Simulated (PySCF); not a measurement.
Computed with PySCF, PBE0, basis Os def2-SVP with ECP60, S def2-SVP (scalar-relativistic core potentials, no spin–orbit coupling, density fitting). Open shells, if any, are unrestricted.

What spin state, shape and geometry does isolated OsS3 take (every ligand bound to Os)?

Formally Os is in oxidation state +6, d2, with 0 unpaired electrons (the high-spin count would be 2). The polar-tensor charge on Os, 0.67, is far below the formal one. The lowest minimum found is a singlet of D3h symmetry with Os–S 2.077 Å (×3); S–Os–S 120.0° (×3). Its harmonic wavenumbers are 83 (a2''), 165 (e'), 556 (a1'), 568 (e') cm⁻¹ and its dipole moment is 0.00 D.

This need not be the most stable arrangement of these atoms. No spin–orbit coupling is included, which matters more the heavier the element.
